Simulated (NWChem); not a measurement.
Molecule: ZnHF; SMILES [F][ZnH]

Computed with NWChem. Pople sets run with spherical d functions. Each level has its own optimisation; frequencies are unscaled.

For level LDA (Slater exchange, VWN5)/def2-SVP:

| Quantity | Result |
|---|---|
| lowest (cm⁻¹) | 469 |
| dipole (D) | 1.84 |

Estimate the same quantities for level B3LYP/6-31G*.

The lowest (cm⁻¹) comes out as 422. The dipole (D) is 1.53.
